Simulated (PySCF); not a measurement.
# Re³⁺ (rhenium, charge +3) across methods

[Xe] 4f14 5d4, high-spin 5D determinant. All numbers are calculated (PySCF 2.14, scalar relativity through the core potential, in aug-cc-pwCVTZ-PP with ECP60MDF (8s8p7d4f3g, 122 functions)). The B2PLYP total includes its PT2 part (frozen core); its orbital energies are those of the SCF part.

```csv
method,E (hartree),mean ε 5p α (eV),mean ε 5p β (eV),mean ε 5d α (eV),Σ⟨r²⟩ (bohr²),⟨S²⟩
PBE,-76.5565,-77.416,-74.545,-34.336,25.41,6.001
PBE0,-76.5385,-80.847,-76.872,-35.999,25.31,6.001
UHF,-76.04172,-90.225,-82.495,-40.238,25.24,6.003
LDA,-76.3362,-77.321,-74.529,-34.332,25.59,6.000
r2SCAN,-76.5814,-78.987,-75.223,-34.690,25.22,6.002
B2PLYP,-76.3652,-84.327,-79.067,-37.439,25.30,6.001
BLYP,-76.5165,-77.266,-74.512,-34.055,25.44,6.000
```

**Question.** Estimate the same row for r2SCAN0.

**Answer.** E (hartree) = -76.5447; mean ε 5p α (eV) = -81.895; mean ε 5p β (eV) = -77.293; mean ε 5d α (eV) = -36.278; Σ⟨r²⟩ (bohr²) = 25.20; ⟨S²⟩ = 6.002.

Energies and moments cover only the electrons outside the core potential. Spin-orbit coupling, absent here, splits the open shell strongly.
